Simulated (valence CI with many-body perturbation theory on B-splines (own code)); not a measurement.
**Level structure of Dy44+**

Calculated by valence CI with perturbative core correlation (CI+MBPT): four valence electrons over a frozen Dirac-Fock core [Ar], radial functions for each j: 9 s, 9 p, 10 d, 8 f, 5 g, 3 h, 1 i, with the one-electron correlation potential Σ1, the two-electron term Σ2, the three-electron term Σ3, Breit, model QED; selected CI, second order for the rest (own B-spline code, finite nucleus).

The last digits are not significant, and no measured levels were compared; by estimate large intervals hold to a few tenths of a per cent, small ones and those within an open d or f shell to about a per cent. The list stops below the first excitations out of the core. Only levels of the ground parity were solved; by the run's estimate the other parity begins above the list, which can be wrong where configurations are misplaced.

Levels 1 to 34 of 34, with energies above the lowest level, (3d3/2^4) J=0. "Leading %" is the weight of the configuration and term that name the level; weights of strongly mixed levels are sums over their largest components and can fall short. In the jj column 3d3/2^4 stands for four electrons in 3d with j = 3/2.

```csv
No.,Configuration,Term,J,E (cm⁻¹),Leading %,Leading jj,Second component,g
1,3d4,3P,0,0,59,3d3/2^4 (98 %),29 % 3d4 5D,
2,3d4,5D,1,278040,61,3d3/2^3 3d5/2 (98 %),39 % 3d4 3P,1.492
3,3d4,3F,4,363370,29,3d3/2^3 3d5/2 (98 %),23 % 3d4 3H,1.078
4,3d4,5D,2,373120,44,3d3/2^3 3d5/2 (88 %),15 % 3d4 3F,1.245
5,3d4,3F,3,399890,29,3d3/2^3 3d5/2 (91 %),25 % 3d4 5D,1.153
6,3d4,5D,0,617950,65,3d3/2^2 3d5/2^2 (97 %),21 % 3d4 1S,
7,3d4,5D,2,631140,44,3d3/2^2 3d5/2^2 (91 %),21 % 3d4 3F,1.203
8,3d4,3H,4,637940,40,3d3/2^2 3d5/2^2 (96 %),39 % 3d4 5D,1.149
9,3d4,5D,3,652300,47,3d3/2^2 3d5/2^2 (89 %),37 % 3d4 3G,1.147
10,3d4,3H,5,681310,68,3d3/2^2 3d5/2^2 (100 %),32 % 3d4 3G,1.079
11,3d4,1I,6,702010,50,3d3/2^2 3d5/2^2 (99 %),50 % 3d4 3H,1.074
12,3d4,3P,1,709040,44,3d3/2^2 3d5/2^2 (94 %),37 % 3d4 3D,1.118
13,3d4,3G,4,738150,57,3d3/2^2 3d5/2^2 (98 %),38 % 3d4 1G,1.028
14,3d4,3F,3,739490,44,3d3/2^2 3d5/2^2 (96 %),27 % 3d4 3D,1.089
15,3d4,3D,2,750030,34,3d3/2^2 3d5/2^2 (96 %),30 % 3d4 3F,1.094
16,3d4,3F,2,835610,47,3d3/2^2 3d5/2^2 (94 %),29 % 3d4 3P,0.988
17,3d4,3F,4,869440,64,3d3/2^2 3d5/2^2 (90 %),21 % 3d4 1G,1.201
18,3d4,3P,2,951910,40,3d3/2^2 3d5/2^2 (90 %),34 % 3d4 1D,1.176
19,3d4,5D,4,987530,30,3d3/2 3d5/2^3 (88 %),25 % 3d4 1G,1.137
20,3d4,3F,3,993090,45,3d3/2 3d5/2^3 (96 %),25 % 3d4 5D,1.165
21,3d4,3D,1,1028400,55,3d3/2 3d5/2^3 (96 %),26 % 3d4 3P,0.938
22,3d4,3G,5,1031800,68,3d3/2 3d5/2^3 (100 %),32 % 3d4 3H,1.137
23,3d4,3P,0,1032300,62,3d3/2^2 3d5/2^2 (58 %),38 % 3d4 1S,
24,3d4,3H,6,1038200,50,3d3/2 3d5/2^3 (99 %),50 % 3d4 1I,1.075
25,3d4,3F,2,1091400,49,3d3/2 3d5/2^3 (91 %),39 % 3d4 3P,1.056
26,3d4,3D,3,1105400,36,3d3/2 3d5/2^3 (97 %),35 % 3d4 1F,1.089
27,3d4,1S,0,1178500,77,3d3/2 3d5/2^3 (50 %),19 % 3d4 3P,
28,3d4,3F,3,1206700,66,3d3/2 3d5/2^3 (100 %),31 % 3d4 1F,1.056
29,3d4,3P,1,1210700,91,3d3/2 3d5/2^3 (98 %),7 % 3d4 3D,1.419
30,3d4,1G,4,1215000,70,3d3/2 3d5/2^3 (95 %),22 % 3d4 3F,1.042
31,3d4,1D,2,1244100,66,3d3/2 3d5/2^3 (80 %),25 % 3d4 3P,1.104
32,3d4,3F,4,1386900,47,3d5/2^4 (96 %),21 % 3d4 1G,1.155
33,3d4,1D,2,1467800,40,3d5/2^4 (87 %),24 % 3d4 3D,1.065
34,3d4,1S,0,1647800,52,3d5/2^4 (86 %),47 % 3d4 3P,
```

The ionisation energy to 3d3 4F_3/2 of the next ion comes out as 3608.2 eV (NIST: 3607 ± 4 eV (theoretical)). All 34 levels together are meant to be complete up to 1657700 cm⁻¹.
